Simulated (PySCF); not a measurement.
**Computed spin Hamiltonian**

Species: C₆H₄N (doublet state).
Geometry (GFN2-xTB, Å), atoms numbered from 1 in this order:
```xyz
11
C6H4N angstrom
N      4.271    0.580    0.478
C      3.161    0.286    0.395
C      1.851   -0.056    0.296
C      0.689   -0.383    0.179
C     -0.687   -0.702    0.084
C     -1.664    0.250    0.648
C     -1.617    0.146   -0.800
H     -0.901   -1.765    0.120
H     -1.497    1.095    1.282
H     -2.380   -0.417   -1.321
H     -1.220    0.968   -1.387
```

Identity: `N#CC#C[C@H]1[CH]C1` [radical].

Theory: UKS B3LYP, pcH-1 on C H N, non-relativistic, mean-field spin-orbit, GIAO (PySCF 2.14.0). Geometry: GFN2-xTB; no solvent, vibrations or thermal averaging. Couplings are sensitive to structure, and on GFN2-xTB geometries they can be far from those on DFT ones. Stability of the SCF solution: not tested.

| Quantity | Value |
| --- | --- |
| g1, g2, g3 | 2.00219, 2.00272, 2.00304 |
| g_iso | 2.00265 |
| Form of g | rhombic: the two nearest values differ by 38 % of g3 − g1 |
| ⟨S²⟩ | 0.7534 (exact 0.7500) |
| HOMO–LUMO gap, α and β orbitals | 5.39, 4.76 eV |
| Total energy | -285.62635 Eh |

Hyperfine couplings atom by atom, in MHz; T1 to T3 are the principal values of the dipolar part; ρ(0) is the spin density at the nucleus:

| atom | isotope | a_iso | T1 | T2 | T3 | Mulliken spin population | ρ(0) (bohr⁻³) |
| --- | --- | --- | --- | --- | --- | --- | --- |
| N1 | 14N | 0.5 | -0.9 | -0.8 | 1.7 | 0.02 | 0.0014 |
| C2 | 13C | -3.2 | -1.3 | -0.1 | 1.4 | -0.01 | -0.0029 |
| C3 | 13C | 5.9 | -3.8 | -2.8 | 6.6 | 0.04 | 0.0052 |
| C4 | 13C | 23.4 | -4.6 | -0.7 | 5.2 | -0.01 | 0.0208 |
| C5 | 13C | -14.0 | -4.2 | 0.0 | 4.1 | -0.02 | -0.0124 |
| C6 | 13C | 302.7 | -75.5 | -71.4 | 146.9 | 0.96 | 0.2693 |
| C7 | 13C | -21.0 | -5.1 | -0.8 | 6.0 | -0.04 | -0.0187 |
| H8 | 1H | 70.3 | -6.4 | -3.8 | 10.2 | 0.03 | 0.0157 |
| H9 | 1H | -8.7 | -33.1 | -4.7 | 37.8 | -0.02 | -0.0020 |
| H10 | 1H | 89.1 | -6.5 | -4.1 | 10.6 | 0.04 | 0.0199 |
| H11 | 1H | 60.9 | -5.3 | -2.0 | 7.3 | 0.03 | 0.0136 |

The largest Mulliken spin population is on C6 (+0.96). The angles at C6 add up to 322.5°, so it is pyramidal.

Under fast tumbling the dipolar parts average out, and these isotropic splittings remain: 1 × 1H (H10, I = 1/2, 2 lines) with 3.18 mT, 1 × 1H (H8, I = 1/2, 2 lines) with 2.51 mT, 1 × 1H (H11, I = 1/2, 2 lines) with 2.17 mT and 1 × 1H (H9, I = 1/2, 2 lines) with 0.31 mT.

The 13C coupling of C6 (302.7 MHz) shows only in satellite lines or after enrichment, since that isotope makes up about 1.07 % of natural carbon.

Examples of negative spin density at the nucleus (bohr⁻³): C7 (-0.0187), C5 (-0.0124) and C2 (-0.0029).

The run took 33 s (with the writing of density and orbital grids) on an Arm Neoverse V1 with one thread, shared host, and the process peaked at 0.81 GiB of memory.
